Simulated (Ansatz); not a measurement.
Basis-set extrapolation for CH2BF3O (`OC(F)(F)BF`) (PBE0-D4/def2-TZVP geometry, frozen core, Ansatz 0.2.0). Multiplicity 1, RHF reference.

```csv
,def2-TZVPP,def2-QZVPP
HF,-437.145897,-437.165025
MP2 correlation,-1.233073,-1.342656
CCSD(T) correlation,-1.288130,not run
```

Energies in hartree. Use E(X) = E(∞) + A·exp(−7.88·√X) for Hartree–Fock and E(X) = E(∞) + B·X^(−2.97) for correlation, with X = 3 and 4, and add CCSD(T) minus MP2 of the smaller set to the MP2 limit.

Task: What is the CCSD(T) energy at the basis-set limit?

Result: HF limit: -437.165025 + (-0.019128) × 0.13774 = -437.16766. MP2 limit: -1.342656 + (-0.109583) × 0.74074 = -1.42383. Higher-order term: -1.288130 − (-1.233073) = -0.05506. Total: -438.64655 hartree, 133.4 kcal/mol below CCSD(T)/def2-TZVPP.
